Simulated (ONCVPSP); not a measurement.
**Reading a pseudo-wave (aluminium)**

Columns: radius, all-electron u(r) and pseudo u(r) of the 2s shell (level -116.50 eV) of aluminium in the configuration [He] 2s2 2p6 3s2; PBE, scalar-relativistic, ONCV scheme, ONCVPSP 4.0.1.

```tsv
r (bohr)	all-electron	pseudo
0.060	-0.5989	0.2466
0.120	-0.3462	0.4818
0.180	0.1234	0.6953
0.240	0.5685	0.8787
0.300	0.9094	1.0255
0.360	1.1360	1.1327
0.420	1.2616	1.1995
0.480	1.3083	1.2279
0.540	1.2979	1.2220
0.600	1.2486	1.1875
0.660	1.1743	1.1302
0.720	1.0860	1.0570
0.780	0.9912	0.9738
0.840	0.8953	0.8858
0.900	0.8018	0.7972
0.960	0.7132	0.7112
1.020	0.6307	0.6300
1.080	0.5552	0.5549
1.140	0.4866	0.4865
1.200	0.4250	0.4249
1.260	0.3701	0.3700
1.320	0.3214	0.3213
1.380	0.2784	0.2784
1.440	0.2408	0.2407
1.500	0.2078	0.2077
1.560	0.1791	0.1791
```

Question: How many radial nodes do the two functions have?

Answer: The all-electron 2s function has n − l − 1 = 1; the pseudo-wave has 0, since the states of the same l below it are removed with the core.

Question: At about which radius was the pseudo-wave matched?

Answer: 1.20 bohr. The columns agree to 0.0005 from 1.08 bohr on; several derivatives are matched, so the curves merge somewhat inside the radius.

Question: Is the pseudo-wave norm-conserving?

Answer: Yes: the ONCV scheme keeps the norm inside the radius equal to the all-electron one, which fixes the energy derivative of the logarithmic derivative at the level.
